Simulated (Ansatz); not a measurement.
Computed with Ansatz on PBE0-D4/def2-TZVP structures; ΔE is electronic, products minus reactants. CCSD(T)/CBS is the MP2 limit (def2-TZVPP, def2-QZVPP) plus CCSD(T) − MP2 in def2-TZVPP, frozen cores. def2 core potentials past Kr. For In, Se outer-core shells are correlated without core-valence functions, which leaves a few kJ/mol of doubt a bond. Scalar relativity is left out up to krypton. Each species was taken in one conformer, which may not be the lowest.

Consider the formal exchange of groups at the Se–In bond: `[CH3][In]([Cl])[SeH]` + `O[SiH2]F` → `O[SiH](F)[SeH]` + `[CH3][InH][Cl]`.

`[CH3][In]([Cl])[SeH]`:

```xyz
8

C     0.412    0.166   -1.555
In   -0.137   -0.172    0.477
Cl   -0.442   -2.387    1.181
Se   -0.530    1.436    2.342
H     0.393    1.229   -1.786
H     1.416   -0.228   -1.715
H    -0.285   -0.370   -2.199
H    -0.827    0.325    3.255
```

`O[SiH2]F`:

Cartesian coordinates in Å:
```
O -0.384 0.898 -0.816
Si 0.236 -0.127 0.288
F 0.771 -1.461 -0.408
H -1.221 0.685 -1.231
H 1.385 0.566 0.900
H -0.788 -0.561 1.267
```

`O[SiH](F)[SeH]`:

Z-matrix (Å, degrees):
```
Si
F 1 1.593
Se 1 2.267 2 103.3
O 1 1.626 2 111.6 3 121.4
H 1 1.471 2 108.6 3 -122.2
H 3 1.470 1 91.2 2 177.2
H 4 0.960 1 118.0 2 -73.2
```

`[CH3][InH][Cl]`:

Z-matrix (Å, degrees):
```
C
In 1 2.131
H 1 1.091 2 108.7
H 1 1.089 2 111.9 3 -121.5
H 1 1.091 2 108.6 3 117.5
Cl 2 2.357 1 111.0 3 -51.7
H 2 1.708 1 137.6 3 128.5
```

| species | CCSD(T)/CBS(def2) energy (Eh) |
| --- | --- |
| `[CH3][In]([Cl])[SeH]` | -3090.85366 |
| `O[SiH2]F` | -465.96250 |
| `O[SiH](F)[SeH]` | -2866.70409 |
| `[CH3][InH][Cl]` | -690.09240 |

Question: Work out ΔE.

Answer: ΔE = (-2866.70409) + (-690.09240) − (-3090.85366) − (-465.96250) = 0.01967 Eh = +51.6 kJ/mol.

Question: What do rigid-rotor, harmonic-oscillator terms from PBE0-D4/def2-TZVP frequencies (298.15 K, 1 bar) make of the CCSD(T)/CBS value? (Estimate.)

Answer: Ansatz gave: ΔZPE = -4.4 kJ/mol, ΔH = +46.6 kJ/mol, ΔS = -2 J/(mol·K), ΔG = +47.3 kJ/mol. Modes under 50 cm⁻¹ make the entropy rough.

Largest T1 diagnostic among the species: 0.012.

Leaving LDA and LC-ωPBE aside and taking each functional with its dispersion term where it has one, the values, not all of them listed here, spread over 16.8 kJ/mol, from B97M-V to B2PLYP. LDA lies −7.9 kJ/mol from PBE without D4. In def2-TZVPP, CCSD(T) changes the Hartree–Fock value by −7.9 kJ/mol (the triples alone add −0.1 kJ/mol) and MP2 by −4.0 kJ/mol.
